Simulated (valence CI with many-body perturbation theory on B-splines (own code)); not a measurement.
Zn15+: input, log and results

Calculated by valence CI with perturbative core correlation (CI+MBPT): five valence electrons over a frozen Dirac-Fock core [Ne], radial functions for each j: 5 s, 5 p, 4 d, 2 f, with the one-electron correlation potential Σ1 (screened to all orders), the two-electron term Σ2, the three-electron term Σ3, Breit, model QED; selected single and double excitations, second order for the rest, scaled by the run's own slope (own B-spline code, finite nucleus).

Command, and the settings that its task file holds:

```sh
python run_cv.py task.json out
```

```
atom Zn  Z=30  mass_number=64  rms_radius_fm=3.9283
core [Ne]
valence 3s2 3p3
avg = 1
basis = S
breit = 1
cap = 20000
capref = 1200
cscale = 1
de = 0.0
dress = 0
eps = 2e-08
extrap = 1
h = 0.27
hh = 1
l2 = 3
lcore = 6
maxit = 60
n2 = 5
natural = 1
nlev = 30
nno = [2, 2, 2, 1, 0]
nroot = 26
nsp = [3, 3, 2, 1, 0]
pt2 = 1
qed = 1
rpa = 1
s1 = 1
s2 = 1
s3 = 1
screen = 1
tol = 2e-05
whole = 1
```

It took 24 s on 1 thread of Arm Neoverse V2, with other jobs on the host.

Log. The first blocks belong to the next ion, which gives the ionisation energy. Fields: 2J, parity (1 odd), roots, reference size, generating configurations, candidates as configurations/state functions, variational space P, stored matrix elements, Davidson steps; e2 is the range of second-order energies in hartree. The first line gives the box (bohr), its intervals, the orbitals and the steps of their self-consistent field. Window is the range of levels sought, series limit the energy at which the first omitted orbital would enter, core excitation an estimate of the first excitation out of the core, left out the lowest levels not solved, and shifts from estimates the range by which levels moved from their first estimate, all in cm⁻¹.

```
rmax 5.3 intervals 60 orbitals 27 references ['3s2 3p3', '3s 3p4', '3s2 3p2 3d', '3p5', '3s 3p3 3d'] scf 6 t 0.8
2J=0 par=0 roots 2 ref 24 generators 8 cand 1033/1494 P 1053/1518 nnz 0 it 5
2J=0 par=0 roots 2 ref 24 generators 14 cand 651/1132 P 1704/2650 nnz 5.8e+05 it 5
   second order: generators 34 cand 2698/4820 e2 -0.00002 -0.00001
2J=2 par=0 roots 2 ref 41 generators 10 cand 671/1931 P 690/1972 nnz 0 it 8
2J=2 par=0 roots 2 ref 41 generators 18 cand 1131/4511 P 1821/6483 nnz 4.1e+06 it 8
   second order: generators 45 cand 3751/15408 e2 -0.00003 -0.00002
2J=4 par=0 roots 2 ref 62 generators 11 cand 619/1916 P 645/1978 nnz 0 it 5
2J=4 par=0 roots 2 ref 62 generators 22 cand 961/4369 P 1606/6347 nnz 4e+06 it 6
   second order: generators 39 cand 3346/18207 e2 -0.00004 -0.00003
reference levels 559, estimated 62, window 679943 1/cm; series limit 3091060, core excitation 8350121
2J=3 par=1 roots 4 ref 66 generators 16 cand 290/1424 P 897/3971 nnz 1.9e+06 it 5
2J=3 par=1 roots 4 ref 66 generators 30 cand 1826/14463 P 2723/18434 nnz 2.5e+07 it 10
   second order: generators 52 cand 7180/88380 e2 -0.00008 -0.00005
2J=5 par=1 roots 2 ref 65 generators 11 cand 292/1443 P 769/3996 nnz 2e+06 it 5
2J=5 par=1 roots 2 ref 65 generators 19 cand 1608/12782 P 2377/16778 nnz 2.3e+07 it 8
   second order: generators 36 cand 6526/104868 e2 -0.00012 -0.00010
2J=1 par=1 roots 2 ref 41 generators 12 cand 448/1452 P 1186/3981 nnz 1.6e+06 it 4
2J=1 par=1 roots 2 ref 41 generators 23 cand 1564/7894 P 2750/11875 nnz 9.9e+06 it 6
   second order: generators 34 cand 5584/43746 e2 -0.00006 -0.00005
2J=5 par=0 roots 8 ref 74 generators 23 cand 280/1448 P 889/3991 nnz 1.8e+06 it 9
2J=5 par=0 roots 8 ref 74 generators 35 cand 1830/15850 P 2719/19841 nnz 3e+07 it 11
   second order: generators 69 cand 8454/131595 e2 -0.00025 -0.00008
2J=3 par=0 roots 9 ref 71 generators 23 cand 262/1417 P 908/3978 nnz 1.7e+06 it 12
2J=3 par=0 roots 9 ref 71 generators 37 cand 2063/15989 P 2971/19967 nnz 2.9e+07 it 9
   second order: generators 67 cand 7975/103608 e2 -0.00019 -0.00006
2J=1 par=0 roots 7 ref 44 generators 20 cand 369/1466 P 1261/3997 nnz 1.5e+06 it 9
2J=1 par=0 roots 7 ref 44 generators 36 cand 2415/12653 P 3676/16650 nnz 1.7e+07 it 9
   second order: generators 59 cand 6413/51736 e2 -0.00007 -0.00002
2J=7 par=0 roots 5 ref 54 generators 15 cand 237/1331 P 863/3895 nnz 1.7e+06 it 10
2J=7 par=0 roots 5 ref 54 generators 29 cand 1857/15986 P 2720/19881 nnz 3.1e+07 it 10
   second order: generators 57 cand 7931/135007 e2 -0.00018 -0.00009
2J=9 par=0 roots 2 ref 34 generators 9 cand 121/1325 P 903/4026 nnz 2e+06 it 6
2J=9 par=0 roots 2 ref 34 generators 23 cand 1610/10991 P 2513/15017 nnz 1.9e+07 it 9
   second order: generators 35 cand 5392/87552 e2 -0.00012 -0.00008
left out: unestimated 985798, estimated 737873, shifts from estimates -8 to 51
operators 0.4
```

The Davidson iterations converged.

No measured levels were compared; by estimate levels of excited configurations hold to 0.05 to 0.15 % of their energy, terms of the ground configuration to about 0.5 %.

```yaml
Valence_energy: -116.2425 hartree
Ionisation_energy: "534.53 eV (NIST: 540 ± 1 eV (semi-empirical))"
Reference_configurations_for_the_orbitals: 3s2 3p3, 3s 3p4, 3s2 3p2 3d, 3p5, 3s 3p3 3d
Radial_orbitals: 27
Box_radius: 5.268 bohr
Largest_variational_space: 19967
Lowest_levels: 3s2 3p3 4S°_3/2 0, 3s2 3p3 2D°_3/2 51265, 3s2 3p3 2D°_5/2 63462, 3s2 3p3 2P°_1/2 98811, 3s2 3p3 2P°_3/2 117910, 3s 3p4 4P_5/2 360470, 3s 3p4 4P_3/2 381400, 3s 3p4 4P_1/2 389070, 3s 3p4 2D_3/2 447620, 3s 3p4 2D_5/2 454000, 3s2 3p2 3d 2P_3/2 [a] 509250, 3s 3p4 2S_1/2 [a] 515200, 3s2 3p2 3d 4F_3/2 544400, 3s 3p4 2S_1/2 [b] 547780 cm⁻¹
```

Names give the largest LS component (configuration and term), which can be under half, so a name can repeat, a term be missing and a line seem to break the LS rules; names also repeat where a configuration has a term twice. Letters in brackets count levels of one name in rising energy.
